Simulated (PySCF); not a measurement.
C5H9N, SMILES C(=N\C(=C)C)/C.

The structure is a stationary point at B3LYP-D3(BJ)/def2-SVP. The structure was generated by enumeration; whether it is a known compound was not checked. One conformer was computed; it need not be the lowest.

Method: M06-2X/def2-TZVP (PySCF).

The molecule is in vacuum.

```json
{
 "total_energy": "-250.63740 hartree",
 "highest_occupied_level": "-7.78 eV",
 "lowest_empty_level": "0.41 eV",
 "orbital_gap": "8.19 eV",
 "dipole_moment": "1.44 D",
 "quadrupole, principal values (traceless, Buckingham form, about the centre of nuclear charge)": "-5.15, -1.62, 6.78 D·Å",
 "mean_static_polarisability": "71.3 bohr³ (10.56 Å³)",
 "polarisability_principal_values": "51.9, 70.8, 91.0 bohr³"
}
```
